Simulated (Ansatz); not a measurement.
One change: `[CH3][Sn]([F])([F])[Cl]` becomes `C[Se][Sn]([CH3])([F])[Cl]`.

Ansatz, PBE0-D4/def2-TZVP geometries, multiplicity 1. Each molecule was computed in one conformer, which needn't be the lowest.

Elements past krypton have def2 core potentials. Scalar relativity is left out up to krypton.

| property | `[CH3][Sn]([F])([F])[Cl]` |
| --- | --- |
| HOMO energy (PBE0/def2-TZVPP) / eV | -9.51 |
| HOMO energy (B3LYP/def2-TZVPP) / eV | -9.23 |
| size of the dipole moment (PBE/def2-TZVPP) / D | 4.06 |
| HOMO–LUMO gap (PBE/def2-TZVPP) / eV | 5.27 |
| HOMO–LUMO gap (B3LYP/def2-TZVPP) / eV | 7.06 |
| size of the dipole moment (B3LYP/def2-TZVPP) / D | 4.22 |

Problem. Give the same properties after the change, and the shifts. (Estimate.)

Solution. The calculation gave: 
| property | `C[Se][Sn]([CH3])([F])[Cl]` | shift |
| --- | --- | --- |
| HOMO energy (PBE0/def2-TZVPP) / eV | -7.10 | 2.41 |
| HOMO energy (B3LYP/def2-TZVPP) / eV | -6.86 | 2.37 |
| size of the dipole moment (PBE/def2-TZVPP) / D | 2.31 | -1.75 |
| HOMO–LUMO gap (PBE/def2-TZVPP) / eV | 3.50 | -1.77 |
| HOMO–LUMO gap (B3LYP/def2-TZVPP) / eV | 5.03 | -2.03 |
| size of the dipole moment (B3LYP/def2-TZVPP) / D | 2.44 | -1.78 |

With PBE0 the HOMO rises by 2.41 eV and the LUMO rises by 0.29 eV, so the gap narrows by about 2.12 eV. PBE moves the HOMO by 2.15 eV and ωB97M-V by 2.48 eV. Dipoles are sizes alone; their direction can turn.

B3LYP here is the variant with VWN-RPA as its local correlation; programs differ in this.

Spin–orbit coupling is left out; it splits and shifts lone-pair levels of the heavy atoms by tenths of an eV.
